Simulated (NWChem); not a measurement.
Molecule: SiBrCl3; SMILES Cl[Si](Cl)(Cl)Br

This build's default masses of Se (78.918 u) and Br (79.917 u) are each other's, which moves their modes by up to 0.6 %.

Problem. Give the equilibrium geometry at PBE0/def2-SVP (NWChem) as a Z-matrix, with the point group.

Solution. point group C3v; any orientation.
```
Si
Cl 1 2.0386
Cl 1 2.0386 2 109.21
Cl 1 2.0386 2 109.21 3 119.37
Br 1 2.1937 2 109.73 3 -120.32
```
